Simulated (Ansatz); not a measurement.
```yaml
crystal:
  periodic: [false, false, false]
  atoms:
    - {symbol: F, position_ang: [-2.575045, 2.179839, 0.952517]}
    - {symbol: Ga, position_ang: [-1.132817, 1.232228, 1.292017]}
    - {symbol: O, position_ang: [-0.476285, 0.318879, -0.090225]}
    - {symbol: Si, position_ang: [0.759363, -0.696242, -0.451268]}
    - {symbol: H, position_ang: [1.591262, -0.099069, -1.527454]}
    - {symbol: H, position_ang: [0.212079, -1.997068, -0.915326]}
    - {symbol: H, position_ang: [1.621443, -0.938567, 0.739739]}
basis:
  gaussian: {orbitals: cc-pVDZ}
magnetization: {spin_polarized: true, initial_magnetization: 1}
hamiltonian: {xc: {name: wB97X-D}}
scf: {lower_state_search: light}
output: {forces: true}
```

```sh
$ ansatz run in.yaml --threads 4 --pin off --events-out ev --progress --plain --max-ram 10444MiB
```

Shortened log:

```
Error: YAML parse error: error: line 14 column 19: hamiltonian.xc: no functional is named "wB97X-D"; the names, which are not case-sensitive, are SVWN5, SPW92, PBE, PBE0, PBEsol, revPBE, revPBE0, RPBE, rPW86-PBE, HSE06, wPBEh, LC-wPBE, HISS, HF, BLYP, B3LYP, B3LYP5, BHLYP, CAM-B3LYP, r2SCAN, r2SCANh, r2SCAN0, r2SCAN50, m-r2SCAN, B97, wB97, wB97X, wB97X-V, B97M-V, wB97M-V, B2PLYP, B2GP-PLYP, PBE0-DH, PBE-QIDH
12 |   gaussian: {orbitals: cc-pVDZ}
13 | magnetization: {spin_polarized: true, initial_magnetization: 1}
14 | hamiltonian: {xc: {name: wB97X-D}}
15 | scf: {lower_state_search: light}
16 | output: {forces: true}
```

**Question.** Something in this input is off. What?

**Answer.** The method's name isn't one that the program takes here. The program refused the input.

HSE06 is defined as in plane-wave codes.
